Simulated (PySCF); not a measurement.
Si(F)(OH)2(OMe) (CH₅FO₃Si), SMILES O[Si](F)(OC)O.

The structure is a stationary point at r2SCAN-D4/def2-SVP. This is a generated structure with no PubChem entry under its InChIKey; it may be hypothetical. Other conformers were not sampled.

Method: r2SCAN/def2-TZVP (PySCF).

Computed frontier levels, gap, dipole moment and polarisability:
```
Item                                                                                                           Result
---------------------------------------------------------------------------------------------  ----------------------
highest occupied level                                                                                       -7.37 eV
lowest empty level                                                                                            0.20 eV
orbital gap                                                                                                   7.57 eV
dipole moment                                                                                                  0.37 D
quadrupole, principal values (traceless, Buckingham form, about the centre of nuclear charge)  -10.28, 3.98, 6.31 D·Å
mean static polarisability                                                                       44.3 bohr³ (6.57 Å³)
polarisability, principal values                                                               39.2, 43.6, 50.1 bohr³
```
